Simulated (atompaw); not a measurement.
Cutoff test, arsenic, PAW (atompaw)

atompaw 4.2.0.5 input, output lines left out:

```
As 33
GGA-PBESOL scalarrelativistic loggrid 1500 logderivrange -3 5 201
4 4 3 0 0 0
4 0 1.75
4 1 3.25
0 0 0
c
c
c
v
c
c
v
c
2
2.05 2.00 1.95 1.85
y
-0.3
n
y
0.05
n
y
0.15
n
custom rrkj gramschmidtortho sinc
3 0 vpsmatchnc
1.40
1.40
2.05
2.05
2.05
```

The pseudo-atom Hamiltonian at the reference potential is diagonalised in spherical Bessel functions j_l(qr) that vanish at 20 bohr, with q² up to the cutoff. All-electron valence levels (Ry): 4s -1.0827, 4p -0.3942.

Q: How do the lowest levels (Ry) of each channel move with the cutoff, and are there ghosts?

A:

```csv
cutoff (Ry),s #1,s #2,p #1,p #2,d #1,d #2,f #1,f #2,Σ f·Δε (mRy)
8,-1.2643,-0.0708,-0.3879,0.0280,0.0624,0.1425,0.1131,0.2405,338.4
10,-1.3538,-0.2861,-0.3916,0.0278,0.0624,0.1425,0.1131,0.2405,482.9
15,-3.4098,-1.0509,-0.3940,0.0277,0.0624,0.1425,0.1131,0.2404,56.4
18,-5.2718,-1.0790,-0.3941,0.0277,0.0624,0.1425,0.1131,0.2404,6.7
25,-6.7198,-1.0820,-0.3942,0.0277,0.0624,0.1425,0.1131,0.2404,1.1
30,-7.2494,-1.0821,-0.3942,0.0277,0.0624,0.1425,0.1131,0.2404,1.0
40,-7.6283,-1.0825,-0.3942,0.0277,0.0624,0.1425,0.1131,0.2404,0.3
45,-7.6628,-1.0825,-0.3942,0.0277,0.0624,0.1425,0.1131,0.2404,0.2
400,-7.6944,-1.0826,-0.3942,0.0277,0.0624,0.1425,0.1131,0.2404,0.0
```

Result: ghost state, extra bound levels that the all-electron valence spectrum of the same l lacks: s at -104.7 eV (a true bound ghost makes a file unfit for plane-wave use); 10 mRy is reached at 18 Ry and 1 mRy at 35 Ry.
